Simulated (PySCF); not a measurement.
**Computed properties of C5H5F, SMILES C1=CC(C=C1)F**

5-fluorocyclopenta-1,3-diene (C5H5F), SMILES FC1C=CC=C1. Geometry optimised at B3LYP-D3(BJ)/def2-SVP. Other conformers were not sampled. All values are computed for the isolated molecule unless a solvent is named; none is compared with measurement here.

**Structure.** The optimised structure has Cs symmetry. All 27 harmonic modes at B3LYP-D3(BJ)/def2-SVP (PySCF) are real, so it is a minimum. With heavy atoms numbered as in [F:1][CH:2]1[CH:3]=[CH:4][CH:5]=[CH:6]1, the shortest bond between them is C5–C6 at 1.347 Å and the longest C2–C6 at 1.512 Å.

**Vibrations.** The strongest infrared lines (harmonic, unscaled, degenerate partners summed) lie at 1172 cm⁻¹ (69 km/mol, C 48 %, H 33 %, F 18 %), 1389 cm⁻¹ (40 km/mol, C 56 %, H 44 %), 847 cm⁻¹ (36 km/mol, C 68 %, H 30 %). The softest mode is at 190 cm⁻¹ and the zero-point energy is 53.3 kcal/mol.

**Electronic structure.** PBE0/def2-TZVP (PySCF) places the frontier levels at -6.73 and -1.36 eV, a gap of 5.37 eV, and gives a dipole moment of 1.85 D and a mean polarisability of 54.4 bohr³. PBE/def2-TZVP (PySCF) at the same geometry gives -5.69 and -2.32 eV, so its gap is 2.00 eV narrower. An orbital gap is neither the optical nor the fundamental gap.

**Excitations.** TDDFT-CAM-B3LYP/def2-SVPD (PySCF) has S1 at 4.57 eV (271 nm, f = 0.048, weak); the most intense of the 10 singlets computed lies at 4.57 eV (f = 0.05). T1 (TDA) is at 2.73 eV. TDDFT-PBE/def2-SVPD (PySCF) puts S1 at 4.23 eV. No vertical singlet excitation falls in the visible range (under 3.1 eV).

**NMR.** GIAO shifts at HF/pcSseg-1 (PySCF) (non-relativistic, atoms alike by connectivity averaged): ¹³C from 90.7 to 145.3 ppm against TMS; ¹H from 5.4 to 7.1 ppm against TMS; ¹⁹F at -203.9 ppm against CFCl3.

**Solvation.** SMD-B3LYP/6-31G* (PySCF) gives -0.9 kcal/mol in water, -4.4 kcal/mol in 2-propanol, -4.5 kcal/mol in tetrahydrofuran (1 M in both phases, gas-phase geometry).
